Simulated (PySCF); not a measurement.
Ga (SMILES [Ga+]), charge +1, singlet.

Input for PySCF:
```python
from pyscf import gto, scf, dft

mol = gto.Mole()
mol.atom = '''
    Ga    0.00000000    0.00000000    0.00000000
'''
mol.basis = 'cc-pvtz'
mol.charge = 1
mol.verbose = 3
mol.build()

mf = dft.RKS(mol)
mf.xc = 'b97m_v'
mf = mf.density_fit(auxbasis='def2-universal-jkfit')
mf.kernel()
```

Q: What does this run give for the number of basis functions, HOMO energy, HOMO-LUMO gap, total energy?

A: 
The number of basis functions is 43. The HOMO energy comes out as -15.99 eV and the HOMO-LUMO gap is 7.05 eV. The total energy is -1924.2512 Eh.
